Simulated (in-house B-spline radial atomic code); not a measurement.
Values are calculated unless marked as measured or tabulated.
# Mobility against doping in n-type InAs: double donors

For InAs the NSM archive of the Ioffe Institute lists m* = 0.023 m0 and ε = 15.15, so a* = 34.86 nm and Ha* = 2.727 meV.

One parabolic, isotropic band at zero temperature, uniform dielectric constant, impurities scattering independently, no phonons and no central-cell term; real bands flatten as E_F rises, which lowers the mobility at the highest densities. In effective units each ion is a point charge Z in an electron gas; its screened potential is solved self-consistently in the LDA with open boundaries (B-splines, partial waves to l = 16), which gives the phase shifts δ_l at the Fermi level. All carriers come from double donors, N_D = n/2; at these densities the screened double donor can hold a shallow s level, which is counted as screening charge. μ = e/(ħ k_F N σ_tr); Brooks-Herring takes σ_Born = (2πZ²/k_F⁴)(ln(1 + b) − b/(1 + b)), b = π k_F in effective units. «Linear» is first order in Z with Lindhard's response and the LDA kernel.

| n (cm⁻³) | r_s | E_F (meV) | δ0 (rad) | σ_linear/σ_Born | σ_tr/σ_Born | μ, phase shifts (cm²/V·s) | μ, Brooks-Herring |
| --- | --- | --- | --- | --- | --- | --- | --- |
| 7.86e15 | 0.895 | 6.27 | 1.193 | 1.30 | 1.36 | 27100 | 37000 |
| 1.4e16 | 0.739 | 9.2 | 1.037 | 1.25 | 1.37 | 24000 | 32900 |
| 2.47e16 | 0.611 | 13.5 | 0.899 | 1.21 | 1.35 | 21800 | 29400 |
| 4.4e16 | 0.504 | 19.8 | 0.776 | 1.17 | 1.31 | 20300 | 26500 |
| 7.83e16 | 0.416 | 29 | 0.670 | 1.14 | 1.27 | 19000 | 24100 |
| 1.38e17 | 0.344 | 42.4 | 0.578 | 1.12 | 1.23 | 18000 | 22000 |

Task: How does the mobility change over the table, and why by so much less than n?

Result: n grows 18-fold and μ goes from 27100 to 18000, a power n^-0.14 end to end. Since N ∝ k_F³ and σ_Born ∝ k_F⁻⁴ times a slow logarithm, the product k_F N σ holds no power of k_F: more scatterers meet faster electrons.

Task: Where does Brooks-Herring miss most, and for what reason?

Result: σ_tr/σ_Born is farthest from 1 near r_s = 0.739: 1.37. A better treatment of screening (Lindhard, exchange and correlation), still in first order, gives 1.25 there, and higher orders in Z multiply that by 1.10. At the densest row the two factors are 1.12 and 1.10. Attraction raises the scattering while δ0 is small; as δ0 grows, sin² saturates while first order keeps growing.
